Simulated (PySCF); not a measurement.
Gas-phase reaction: GaCl₂ → GaCl + Cl

Method: PySCF energies (xtb for GFN2) plus ideal-gas RRHO corrections (1 bar). † marks an energy on the PBE0/def2-TZVP geometry and frequencies; other levels use their own. 6-31G* has spherical d functions here. Open shells (unrestricted): GaCl₂ (multiplicity 2), Cl (multiplicity 2); the rest are closed-shell singlets. GFN2 has no spin-polarisation term. Spin-orbit splitting is ignored; it lowers the true energy and changes the entropy of Cl. B3LYP is the form with VWN-RPA correlation. Ga: all electrons, no relativistic terms. GaCl₂: computed as isolated molecules; such fragments, hydroxides, amides, oligomers or adducts are transient or little studied in the gas.

```csv
level,"ΔH°(298 K), kJ"
B3LYP/def2-TZVP†,…
GFN2-xTB,…
HF/6-31G*,152
HF/def2-TZVP†,…
PBE/def2-SVP,…
PBE/def2-TZVP†,218
PBE0/def2-QZVP†,219
PBE0/def2-SVP†,220
PBE0/def2-TZVP,220
r2SCAN/def2-TZVP†,235
```

Q: What belongs in the gaps?

A: 
- B3LYP/def2-TZVP†, ΔH°(298 K), kJ: 190
- GFN2-xTB, ΔH°(298 K), kJ: 224
- HF/def2-TZVP†, ΔH°(298 K), kJ: 168
- PBE/def2-SVP, ΔH°(298 K), kJ: 222
